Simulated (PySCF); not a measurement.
Run record: geometry optimisation, `CB[AsH2]`.

Method: PBE0-D3(BJ)/def2-SVP geometry optimisation, gas phase (PySCF 2.14.0). Start geometry: GFN2-xTB. The input is one job of a driver script: a line of settings, then coordinates in Å.

Command:
```bash
OMP_NUM_THREADS=1 python probes_run.py task.json out
```

Input:
```
{"job": {"xc": "PBE0", "basis": "def2-SVP", "d3": "d3bj", "grid": 1, "shake": 0.01, "kind": "geom"}, "charge": 0, "multiplicity": 1}
C     -1.174880    -0.412050    -0.161080
B     -0.068400     0.662960     0.100010
As     1.790680     0.412920    -0.557600
H     -0.908940    -1.139440    -0.913930
H     -2.149370     0.058490    -0.456100
H     -1.390970    -0.913820     0.767410
H     -0.342900     1.658000     0.663220
H      1.872860    -1.055840    -0.281330
H      2.429750     0.711630     0.805670
```

Output:
```
step   0  E = -2301.74090192  max force = 0.026821
step   1  E = -2301.74451568  max force = 0.004539
step   2  E = -2301.74469074  max force = 0.001114
step   3  E = -2301.74472053  max force = 0.000471
step   4  E = -2301.74473371  max force = 0.000639
step   5  E = -2301.74473960  max force = 0.000307
optimisation converged
```

Energies in Eh; «max force» is the largest Cartesian gradient component in Eh/bohr.

Problem. How much energy does the optimisation release, in kcal/mol?

Solution. E(step 0) − E(last step) = 0.003838 Eh, which is 2.4 kcal/mol.

Problem. Give the first gradient maximum in eV/Å.

Solution. With 1 Eh/bohr = 51.422 eV/Å, 1.379 eV/Å.

In short: final energy -2301.74474 Eh after 5 steps; dipole 1.14 D.

Problem. Give the final coordinates.

Solution. 0.098 Å rms from the input after alignment:
```
atom  x, y, z in Å
C1    -1.2173   -0.4134   -0.1873
B2    -0.0850    0.6054    0.1441
As3    1.7989    0.4240   -0.5171
H4    -0.9545   -1.2219   -0.8840
H5    -2.1375    0.0890   -0.5294
H6    -1.4903   -0.8802    0.7800
H7    -0.3467    1.6197    0.7532
H8     1.9651   -1.0748   -0.3374
H9     2.5269    0.8350    0.7484
```

Problem. How long does this job take on Arm Neoverse N1, one thread, on a shared host? And the peak memory of the process?

Solution. About 23 s, with 0.37 GiB resident at the peak, the Python interpreter and its libraries included.
Labels such as C1 count atoms from 1, the log's own numbers from 0.
